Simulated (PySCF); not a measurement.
This PySCF input asks for the NMR shieldings of `Fc1ccp(CP)c1F`, C₅H₆F₂P₂; the geometry comes from GFN2-xTB.

```python
import basis_set_exchange as bse
import numpy as np
from pyscf import gto, dft
from pyscf.prop import nmr

atoms = """
F     3.329602    0.841130    0.751290
C     2.154366    0.273536    0.451292
C     1.860139   -0.129787   -0.899890
C     0.626779   -0.641765   -1.053365
P    -0.222165   -0.843327    0.528993
C    -1.489363    0.528445    0.447955
P    -3.026155    0.057535   -0.498245
C     1.139451    0.070463    1.314371
F     1.156672    0.352662    2.622804
H     2.586522    0.009691   -1.683287
H     0.231707   -1.013857   -1.983099
H    -1.048155    1.429722    0.012715
H    -1.787859    0.754832    1.476850
H    -2.358521   -0.479974   -1.600426
H    -3.157433   -1.201317    0.090130
"""
names = dict.fromkeys(["F", "C", "P", "H"], "pcSseg-1")
basis = {el: gto.basis.parse(bse.get_basis(n, elements=[el], fmt="nwchem")) for el, n in names.items()}
mol = gto.M(atom=atoms, basis=basis, charge=0, verbose=0)
mf = dft.RKS(mol, xc="PBE0")
mf.grids.level = 2
mf.grids.alignment = dft.numint.BLKSIZE   # the property module wants whole blocks of grid points
mf.conv_tol = 1e-9
mf.kernel()

calc = nmr.RKS(mf)   # GIAO
C = mf.mo_coeff
Co = C[:, mf.mo_occ > 0]
resp = mf.gen_response(singlet=True, hermi=2)
def vind(x):   # induced exchange potential for any number of trial vectors
    d = np.einsum("pi,xij,qj->xpq", C, 2 * x.reshape(-1, C.shape[1], Co.shape[1]), Co, optimize=True)
    return np.einsum("xpq,pi,qj->xij", resp(d - d.transpose(0, 2, 1)), C, Co, optimize=True).ravel()
mo1, _ = nmr.rhf.solve_mo1(calc, with_cphf=vind)
sigma = calc.kernel(mo1)
for i, s in enumerate(sigma):   # ppm
    print("%2d %-2s %9.2f" % (i, mol.atom_pure_symbol(i), np.trace(s) / 3))
```

Q: What are the results?

A: 
```
 0 F     314.48
 1 C      32.59
 2 C      45.93
 3 C      55.16
 4 P     354.22
 5 C     171.46
 6 P     482.08
 7 C      19.56
 8 F     336.61
 9 H      24.70
10 H      25.22
11 H      30.33
12 H      29.70
13 H      28.89
14 H      28.49
```

These numbers come from an equivalent density-fitted implementation of the same equations, which agrees with the script to about 0.01 ppm for H and up to a few tenths of a ppm for heavy atoms, so last digits may differ.

Size and cost of the density-fitted run: 197 basis functions, 32 s wall time on 1 thread of an Arm Neoverse V1, shared host; peak memory 0.87 GiB.
